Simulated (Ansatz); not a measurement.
# Energy profile

The step: AlH₃ + NH₃ → AlNH₄ ([NH2][AlH2]) + H₂; bonds formed: H2–H5; dative contacts that become bonds: Al1–N6; bonds broken: Al1–H2, H5–N6 (atoms numbered as in the saddle structure below).

```json
{"atom": "Al1", "x (Å)": "-0.7573", "y (Å)": "-0.2164", "z (Å)": "-0.4872"}
{"atom": "H2", "x (Å)": "0.1916", "y (Å)": "1.2430", "z (Å)": "-0.9871"}
{"atom": "H3", "x (Å)": "-0.5867", "y (Å)": "-1.2943", "z (Å)": "-1.6358"}
{"atom": "H4", "x (Å)": "-2.1427", "y (Å)": "0.3046", "z (Å)": "0.0771"}
{"atom": "H5", "x (Å)": "0.6538", "y (Å)": "0.8412", "z (Å)": "-0.1907"}
{"atom": "N6", "x (Å)": "0.6641", "y (Å)": "-0.1820", "z (Å)": "0.7741"}
{"atom": "H7", "x (Å)": "1.4471", "y (Å)": "-0.8179", "z (Å)": "0.7214"}
{"atom": "H8", "x (Å)": "0.5301", "y (Å)": "0.1217", "z (Å)": "1.7281"}
```

Electronic energies by CCSD(T) at an estimated basis limit (MP2 extrapolated from triple and quadruple zeta, plus CCSD(T) − MP2 in triple zeta), on PBE0-D4/def2-TZVP structures; AlNH6, closed shell; no counterpoise correction. Ansatz 0.2.0; basis: def2-TZVPP and def2-QZVPP; cores frozen in the correlated methods. Extrapolation: Hartree–Fock as exp(−7.88 √X), correlation as X^−2.97.

(1) Give the profile in kJ/mol, counted from the separated reactants. (An estimate is asked for; the value comes from the calculation.)

The T1 diagnostic stays at or below 0.012.

Answers

(1) By the calculation:
```json
{"point": "separated: AlH3 (Al1, H2, H3, H4; singlet) + NH3 (H5, N6, H7, H8; singlet)", "kJ/mol": "0.0"}
{"point": "start structure", "kJ/mol": "-124.6"}
{"point": "saddle", "kJ/mol": "9.1"}
{"point": "end structure", "kJ/mol": "-86.7"}
{"point": "separated: AlNH4 (linked as [NH2][AlH2]; Al1, H3, H4, N6, H7, H8; singlet) + H2 (H2, H5; singlet)", "kJ/mol": "-83.6"}
```

The step is the kind of exchange with an N–H group that builds nitride films in atomic layer and chemical vapour deposition.

For scale, one of the runs: CCSD(T)/def2-TZVPP, 157 basis functions, launched by `ansatz run in.yaml --threads 2 --pin off --events-out ev --progress --plain --max-ram 4352MiB`. Hardware: 2 CPU threads of an Intel Xeon 6975P-C, shared host. Wall time 5.5 s; peak host memory 1.2 GiB.
